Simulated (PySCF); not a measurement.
Radial density of Bi⁻ (bismuth, charge -1)

UHF, [Xe] 4f14 5d10 6s2 6p4, high-spin 3P determinant. Calculation: PySCF 2.14, in aug-cc-pwCVTZ-PP with ECP60MDF; a scalar-relativistic core potential. This is the valence pseudo-density: the core potential removes the inner electrons and smooths the orbitals near the nucleus.

```
r (bohr)  4πr²ρ (e/bohr)  4πr²(ρα − ρβ)
 0.00953       1.634e-05         0.0000
  0.0160       4.012e-05         0.0000
  0.0270       7.936e-05         0.0000
  0.0453       0.0001128         0.0000
  0.0763       0.0002052         0.0000
   0.128        0.001140         0.0000
   0.216         0.01635         0.0001
   0.363          0.5242         0.0038
   0.611           10.93         0.0797
    1.03           20.03        -0.0525
    1.73           5.885         0.4036
    2.91           2.033         0.7684
    4.89          0.4624         0.1872
    8.22         0.04181         0.0011
    13.8       0.0001868         0.0000
```

Energies and moments cover only the electrons outside the core potential. Spin-orbit coupling is strong in this species (close to jj coupling), so the high-spin LS determinant is a model state, not a physical level.

(1) Where is the radial spin density 4πr²(ρα − ρβ) most negative, and why is it negative at all?

Results:

(1) Around r = 1.03 bohr, down to -0.0525 e/bohr: exchange with the open shell polarises the paired shells in an unrestricted calculation.
